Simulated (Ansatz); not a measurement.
Ligand exchange: CH3K + C2H4S → KSH + C3H6

Species: CH3K `[CH3][K]`, singlet; C2H4S `C=CS`, singlet; KSH `[SH][K]`, singlet; C3H6 (propene) `C=CC`, singlet. The partners trade CH3 for SH: K–CH3 and C–SH bonds give way to K–SH and C–CH3.

Shapes, held fixed at every level: PBE0-D4/def2-TZVP. Flexible molecules stand in one conformer, not always the lowest. Programs: Ansatz 0.2.0. Electronic energies: no zero-point or thermal term.

Estimate ΔE of this reaction.

The highest level, CCSD(T)/def2-TZVPP, gives ΔE = -231.5 kJ/mol; the levels span -238.1 to -209.8. The column of differences is taken from that level and isn't an error. No measured value is set beside it here. Outer-core shells of K are correlated in most correlated rows, in sets that cover them unevenly.

```tsv
level	kind	ΔE (kJ/mol)	less CCSD(T)/def2-TZVPP
PBE-D4/def2-TZVPP	GGA	-209.8	+21.7
r2SCAN-D4/def2-TZVPP	meta-GGA	-231.1	+0.4
B3LYP-D4/def2-TZVPP	global hybrid	-223.4	+8.1
PBE0-D4/def2-TZVPP	global hybrid	-229.5	+2.0
wB97M-V/def2-TZVPP	range-separated hybrid	-230.9	+0.6
wB97X-V/def2-TZVPP	range-separated hybrid	-238.1	-6.6
B2PLYP/def2-TZVPP	double hybrid	-228.8	+2.7
CCSD(T)/def2-TZVPP	coupled cluster or CI	-231.5	0.0
```
